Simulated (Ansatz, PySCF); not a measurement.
Input for PySCF:
```python
from pyscf import gto, scf, dft

mol = gto.M(
    atom='''
Bi    0.216769    0.097440    0.087845
F    -1.134295    0.716721   -1.365955
F    -0.864801   -1.615338    0.555832
''',
    basis='def2-svp',
    ecp={'Bi': 'def2-svp'},
    charge=0,
    spin=1,
    verbose=4,
)

mf = dft.UKS(mol)
mf.xc = 'b97m_v'
mf.grids.atom_grid = (99, 590)
mf.grids.prune = None
mf.kernel()
```

**Question.** Convert this to an input for Ansatz (an electronic-structure program).

**Answer.** Several could match; the one computed here: 
Ansatz 0.2 input:
```yaml
crystal:
  periodic: [false, false, false]
  atoms:
    - {symbol: Bi, position_ang: [0.21676949, 0.09744039, 0.08784468]}
    - {symbol: F, position_ang: [-1.13429517, 0.71672105, -1.36595467]}
    - {symbol: F, position_ang: [-0.86480123, -1.61533800, 0.55583154]}
basis:
  gaussian:
    orbitals: def2-SVP
hamiltonian:
  xc: {name: B97M-V}
magnetization: {spin_polarized: true, initial_magnetization: 1}
accuracy: high
```

Both were run: PySCF gave -414.096241 Eh and Ansatz -414.096227 Eh, 0.013 mEh apart.
